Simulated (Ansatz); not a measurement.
`C[SiH2][SiH2]Cl` + H₂ → `C[SiH3]` + `[SiH3]Cl` at 400 K and 1 bar (hydrogenolysis of the Si–Si bond).

Calculated with Ansatz (gas phase, PBE0-D4/def2-TZVP geometries, no zero-point term in ΔE). CCSD(T)/CBS is frozen-core, at the limit of the def2 triple- and quadruple-zeta sets. One conformer a species, not always the lowest.

```
          species  CCSD(T)/CBS energy (Eh)  H − E (kJ/mol)  S (J/(mol·K))
`C[SiH2][SiH2]Cl`              -1080.24730           225.5          398.7
               H₂                 -1.17463            38.0          139.0
        `C[SiH3]`               -330.73376           180.9          277.1
       `[SiH3]Cl`               -750.69518            85.8          267.3
```

H − E and S are ideal-gas, rigid-rotor, harmonic terms from PBE0-D4/def2-TZVP, for one conformer and one mirror image of each species. 1 Eh = 2625.50 kJ/mol, R = 8.31446 J/(mol·K).

By hand: ΔE, ΔH, ΔS and ΔG.

ΔE = (-330.73376) + (-750.69518) − (-1080.24730) − (-1.17463) = -0.00701 Eh = -18.4 kJ/mol. Δ(H − E) = 180.9 + 85.8 − 225.5 − 38.0 = 3.2, so ΔH = -15.2 kJ/mol. ΔS = 277.1 + 267.3 − 398.7 − 139.0 = 6.7 J/(mol·K). ΔG = -15.2 − 400 × (6.7)/1000 = -17.9 kJ/mol.

By hand: the equilibrium constant, and the temperature at which ΔG would vanish if ΔH and ΔS stayed fixed.

log₁₀ K = −ΔG/(RT ln 10) = 2.3. ΔH and −TΔS have one sign here, so there is no such temperature.

The number of gas molecules stays the same, so ΔS is small and ΔH decides. A doubt of 5 kJ/mol in ΔE shifts log₁₀ K by 0.7 here. Other conformers and mirror images would add mixing entropy, several J/(mol·K) or more a flexible species. Modes under 60 cm⁻¹, often nearly free rotors, make the harmonic entropy too high. These are equilibria of isolated gas molecules and say nothing of rates. Largest T1 diagnostic: 0.010 (customary marks: 0.02 for closed shells, 0.045 for open ones).

ΔS is within the doubt of such terms, so its sign, and with it that verdict, could turn.
